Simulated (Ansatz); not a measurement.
`C[N](C)[Hf]([F])([Cl])[Cl]` and `[OH][Hf]([F])([Cl])[Cl]` differ in one atom or group.

Ansatz, PBE0-D4/def2-TZVP geometries, multiplicity 1. Each molecule was computed in one conformer, which needn't be the lowest.

Elements past krypton have def2 core potentials. Outer-core shells of Hf are correlated without core-valence functions. Spin–orbit coupling is left out.

```csv
property,`C[N](C)[Hf]([F])([Cl])[Cl]`
LUMO energy (B3LYP/def2-TZVPP) / eV,-1.27
"ideal-gas entropy at 298 K and 1 bar (rigid rotor, harmonic PBE0-D4/def2-TZVP) / J/(mol·K)",455
vertical ionisation energy (CCSD(T)/def2-TZVPP) / eV,9.16
size of the dipole moment (PBE/def2-TZVPP) / D,3.20
HOMO–LUMO gap (B3LYP/def2-TZVPP) / eV,5.77
HOMO energy (PBE/def2-TZVPP) / eV,-5.99
```

(1) What does the change do to each property? (Estimate.)

Results:

(1) Ansatz gave: 
```csv
property,`[OH][Hf]([F])([Cl])[Cl]`,shift
LUMO energy (B3LYP/def2-TZVPP) / eV,-1.36,-0.09
"ideal-gas entropy at 298 K and 1 bar (rigid rotor, harmonic PBE0-D4/def2-TZVP) / J/(mol·K)",388,-67
vertical ionisation energy (CCSD(T)/def2-TZVPP) / eV,11.84,2.68
size of the dipole moment (PBE/def2-TZVPP) / D,2.78,-0.42
HOMO–LUMO gap (B3LYP/def2-TZVPP) / eV,7.71,1.94
HOMO energy (PBE/def2-TZVPP) / eV,-7.93,-1.94
```

With PBE0 the HOMO falls by 2.11 eV and the LUMO falls by 0.09 eV, so the gap widens by about 2.02 eV. PBE moves the HOMO by -1.94 eV and ωB97M-V by -2.13 eV. The zero-point energy changes by -181.6 kJ/mol with -21 modes. Dipoles are sizes alone; their direction can turn. Modes under 60 cm⁻¹, often nearly free rotors, make the harmonic entropy too high.

B3LYP here is the variant with VWN-RPA as its local correlation; programs differ in this.
